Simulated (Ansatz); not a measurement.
One change: `CO[SiH](O)[SiH](O)O` becomes `CO[SiH](O)Br`.

Ansatz, PBE0-D4/def2-TZVP geometries, multiplicity 1. Each molecule was computed in one conformer, which needn't be the lowest.

Scalar relativity is left out up to krypton. Spin–orbit coupling is left out; it splits and shifts lone-pair levels of the heavy atoms by tenths of an eV.

```tsv
property	`CO[SiH](O)[SiH](O)O`
size of the dipole moment (B3LYP/def2-TZVPP) / D	0.41
HOMO energy (ωB97M-V/def2-TZVPP) / eV	-9.30
LUMO energy (PBE/def2-TZVPP) / eV	-0.97
HOMO energy (PBE/def2-TZVPP) / eV	-5.87
HOMO energy (B3LYP/def2-TZVPP) / eV	-7.00
LUMO energy (PBE0/def2-TZVPP) / eV	-0.11
```

Give the same properties after the change, and the shifts. (Estimate.)

Ansatz gave: 
```json
{"property": "size of the dipole moment (B3LYP/def2-TZVPP) / D", "`CO[SiH](O)Br`": "1.56", "shift": "1.15"}
{"property": "HOMO energy (ωB97M-V/def2-TZVPP) / eV", "`CO[SiH](O)Br`": "-10.75", "shift": "-1.45"}
{"property": "LUMO energy (PBE/def2-TZVPP) / eV", "`CO[SiH](O)Br`": "-0.28", "shift": "0.69"}
{"property": "HOMO energy (PBE/def2-TZVPP) / eV", "`CO[SiH](O)Br`": "-7.10", "shift": "-1.23"}
{"property": "HOMO energy (B3LYP/def2-TZVPP) / eV", "`CO[SiH](O)Br`": "-8.22", "shift": "-1.22"}
{"property": "LUMO energy (PBE0/def2-TZVPP) / eV", "`CO[SiH](O)Br`": "0.63", "shift": "0.74"}
```

With PBE0 the HOMO falls by 1.31 eV and the LUMO rises by 0.74 eV, so the gap widens by about 2.05 eV. PBE moves the HOMO by -1.23 eV and ωB97M-V by -1.45 eV. Dipoles are sizes alone; their direction can turn.

B3LYP here is the variant with VWN-RPA as its local correlation; programs differ in this.
